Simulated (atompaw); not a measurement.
## Co: PAW (atompaw) pseudisation with PBE, scalar-relativistic reference atom.

- Element: cobalt
- Generator: atompaw 4.2.0.5
- Type: PAW
- Functional: PBE
- Relativity: scalar-relativistic
- Frozen core: [Ar]
- Valence charge: 9
- Reference configuration: 3d7 4s2 4p0
- Partial waves: 4s (bound): rc 3.00 bohr; 4s channel at 1.9 Ry: rc 2.00 bohr; 4p (bound, empty): rc 3.00 bohr; 4p channel at 1.4 Ry: rc 3.00 bohr; 3d (bound): rc 1.05 bohr; 3d channel at 2.75 Ry: rc 1.05 bohr
- Local potential: troulliermartins scheme with l = 3 at 0 Ry, radius 2.35 bohr
- Core correction: smooth core density matched at 2.30 bohr
- Augmentation charge: besselshape compensation charge, radius 2.75 bohr; PAW radius 3.00 bohr; waves and projectors: custom polynom vanderbiltortho

Poles of the logarithmic derivatives, all-electron (AE) and pseudo (PS). s: poles at 0.5 (AE) and 0.5 (PS) Ry. p: poles at 1.3 (AE) and 1.3 (PS) Ry. d: poles at -0.6, 2.8 (AE) and -0.6, 2.8 (PS) Ry. Test radius 3.02 bohr.

* Cutoffs needed: 140 Ry and 230 Ry (the cutoffs (Ry, on a coarse ladder) from which the occupation-weighted sum of valence levels, in a spherical-Bessel basis at the reference potential, stays within 10 and 1 mRy of its value at 400 Ry)
* Ghost test: no extra level below or beside the all-electron valence levels (s, p, d, f tested) (spherical-Bessel basis up to 400 Ry, 20 bohr box)
* Lowest eigenvalue of the overlap operator: 0.44 (p channel)
* Overlap eigenvalues printed by atompaw (projector basis): 0.00462, 0.0483, 0.426, 28.9, 248, 9.79e+03
* Share of each valence orbital outside the PAW sphere: 4s 39 %, 4p 74 %, 3d 2 %
